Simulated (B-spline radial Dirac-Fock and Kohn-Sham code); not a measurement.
**X-ray form factors of thulium in several charge states**

Method: Dirac-Fock densities. Computed with a radial finite-basis atomic code.

Configurations: Tm¹⁷⁺ [Kr] 4d10 4f6; Tm¹⁹⁺ [Kr] 4d10 4f4; Tm²⁰⁺ [Kr] 4d10 4f3. The first column is f₀ of Tm¹⁷⁺, the others are differences from it.

```
s (Å⁻¹)   Tm¹⁷⁺  Δ Tm¹⁹⁺  Δ Tm²⁰⁺
      0  52.000   -2.000   -3.000
   0.05  51.837   -1.981   -2.972
    0.1  51.354   -1.923   -2.889
   0.15  50.566   -1.831   -2.755
    0.2  49.496   -1.709   -2.577
   0.25  48.176   -1.562   -2.364
    0.3  46.644   -1.399   -2.125
   0.35  44.940   -1.225   -1.871
    0.4  43.108   -1.049   -1.611
   0.45  41.191   -0.876   -1.355
    0.5  39.230   -0.711   -1.110
    0.6  35.322   -0.423   -0.678
    0.7  31.630   -0.205   -0.344
    0.8  28.318   -0.057   -0.114
    0.9  25.465   +0.029   +0.025
      1  23.085   +0.070   +0.095
    1.1  21.141   +0.081   +0.118
    1.2  19.571   +0.076   +0.115
    1.4  17.255   +0.053   +0.084
    1.6  15.590   +0.039   +0.063
```
